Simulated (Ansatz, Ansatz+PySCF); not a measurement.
```xyz
5

O    -0.0595   -0.1374   -0.0834
H     0.7155    0.2296   -0.5179
O     3.0342    0.1721    0.1062
H     3.3095   -0.3765   -0.6176
H     2.7389   -0.4037    0.7740
```

Basis set: def2-SVP (spherical functions). Left uncorrelated: 2 orbitals. Charge 0, multiplicity 2.

Computed with Ansatz (development build ahead of 0.2.0); each method stands on the lowest determinant of its kind that the runs found.

Q: Give the atomization energy at this shape (free ground-state atoms in the same class of orbitals less the molecule, no zero-point energy) of doublet H3O2 by PBE0 (unrestricted), UHF-MP2, UHF.

A:

| method | atomization energy |
| --- | --- |
| PBE0 (unrestricted) | 14.19 eV |
| UHF-MP2 | 13.68 eV |
| UHF | 9.67 eV |

Caution for PBE0 (unrestricted): charge can spread falsely over distant fragments.
